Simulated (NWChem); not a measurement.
silicon monosulfide (SiS, singlet); SMILES [Si]=S

```xyz
2

Si     0.0000     0.0000     1.0317
S      0.0000     0.0000    -0.8983
```
Atoms are numbered in this order, from 1.

Low-valent species are run as closed-shell singlets; no triplet was tried in these runs. The geometry was optimised at PBE0-D3(BJ)/def2-TZVP.

List the 6 lowest vertical singlet excitations from LRC-wPBEh/def2-SVP, TDA (NWChem).


```tsv
state	energy (eV)	oscillator strength	leading excitation (squared amplitude)
S1	4.23	0.000	HOMO−2 → LUMO (0.31)
S2	4.52	0.000	HOMO−2 → LUMO+1 (0.30)
S3	4.52	0.000	HOMO−2 → LUMO (0.30)
S4	4.65	0.037	HOMO → LUMO+1 (0.98)
S5	4.65	0.037	HOMO → LUMO (0.98)
S6	7.09	0.173	HOMO → LUMO+2 (0.29)
```
